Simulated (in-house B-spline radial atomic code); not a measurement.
A run on Tc4+ (an excited or competing configuration) that did not converge. Method: scalar-relativistic (X2C) wB97X, spin-polarised, spherical fractional occupations, exact exchange averaged over the configuration, Fermi nucleus of rms radius 4.41117 fm; computed with a B-spline radial code for spherical atoms.

Command:
```bash
python run_scf.py task.json out
```
Settings (nuclear radius in fm, mass in u):
```
Z                43
configuration    [Ar] 3d9 4s2 4p6 4d3 5f1
hamiltonian      x2c
method           wb97x
spin_polarised   True
nucleus          fermi
rms_radius       4.41117
atomic_mass      96.90636
speed_of_light   137.035999084
exact_exchange   averaged over the configuration
```

First and last ten iterations of the last attempt (damped for 15 steps, keeping 80 % of the old Fock matrix, then DIIS):
```
 iter        energy (Eh)    residual
    1       -4260.417256    6.30e-01
    2       -4268.442832    3.23e-01
    3       -4269.709302    2.25e-01
    4       -4270.334476    1.60e-01
    5       -4270.641349    1.15e-01
    6       -4270.792084    8.22e-02
    7       -4270.866782    5.92e-02
    8       -4270.904371    4.27e-02
    9       -4270.923360    3.10e-02
   10       -4270.933156    2.26e-02
  111       -4270.944158    4.17e-06
  112       -4270.944158    2.24e-06
  113       -4270.944158    2.28e-06
  114       -4270.944158    3.52e-06
  115       -4270.944158    3.97e-06
  116       -4270.944158    9.71e-07
  117       -4270.944158    1.08e-06
  118       -4270.944158    7.62e-07
  119       -4270.944158    8.78e-07
  120       -4270.944158    7.36e-07
 not converged after 120 iterations
```

The smallest residual met was 4.9e-07; the threshold is about 4e-07. Over the last five steps the energy moves by less than 1e-08 hartree, but the orbitals didn't meet the threshold. Run time, properties included: 37 s on 1 thread of Arm Neoverse N1 (shared host).
